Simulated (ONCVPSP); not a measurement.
V: one change to an ONCV potential, before and after

ONCVPSP 4.0.1 input, shortened (lines: element, Z, core and valence counts, functional; n l f; lmax; l rc ep ncon nbas qcut; lloc lpopt rc5 dvloc0; l nproj debl; icmod fcfact rcfact), PBE, non-relativistic:

```
  V 23.00    3    4        4      upf
    1    0    2.00
    2    0    2.00
    2    1    6.00
    3    0    2.00
    3    1    6.00
    3    2    3.00
    4    0    2.00
    3
    0    1.40    0.00    4    8    6.90
    1    1.25    0.00    4    8    9.70
    2    2.20    0.00    4    8    7.50
    3    2.35    0.37    4    7    5.40
    4    5    1.00   -1.00
    0    2    0.90
    1    1    2.40
    2    1    3.90
    3    2    1.40
    2    0.70    0.70
```

Change: d: rc 2.24.

Cutoffs: the cutoffs (Ha) at which the residual kinetic energy of the hardest occupied pseudo-wave falls to 1 and 0.1 mHa per electron; they do not see the model core or the augmentation charge, which bear on the density cutoff. Errors are all-electron minus pseudo energies relative to the spin-unpolarised reference configuration.

Q: How do hardness, ghosts and transferability respond?

A: The potential gets neither clearly harder nor softer (22 Ha and 36 Ha → 22 Ha and 36 Ha); of the 4 tests that both files solve, the error grows in 1 and shrinks in 0 by more than 15 % and 0.3 meV (median size 49.8 → 53.4 meV); neither file shows a bound ghost.

```csv
quantity,base,changed
"cutoff, loose",22 Ha,22 Ha
"cutoff, tight",36 Ha,36 Ha
loose cutoff by channel,"s 20 Ha, p 22 Ha, d 21 Ha","s 20 Ha, p 22 Ha, d 20 Ha"
bound ghosts,none,none
GHOST(+) flags under 300 eV,f at 52.1 eV,f at 52.1 eV
"error for 3s2 3p6 3d3 4s1, meV [ΔE 7.66 eV]",+0.7,+0.7
"error for 3s2 3p6 3d3 4s0, meV [ΔE 21.83 eV]",-2.1,-3.1
"error for 3s2 3p6 3d2 4s0, meV [ΔE 50.90 eV]",+97,+104
"error for 3s1 3p6 3d3 4s2, meV [ΔE 76.36 eV]",-465,-479
s: phases at 1.43 bohr within 0.05 rad from the reference energy up to (Ha; the scan ends near 5),to the end of the scan,to the end of the scan
p: phases at 1.27 bohr within 0.05 rad from the reference energy up to (Ha; the scan ends near 5),2.8,2.8
f: phases at 2.38 bohr within 0.05 rad from the reference energy up to (Ha; the scan ends near 5),3.4,3.4
"rms error of d²Exc/dni dnj with the model core, mHa",1.22,1.26
```
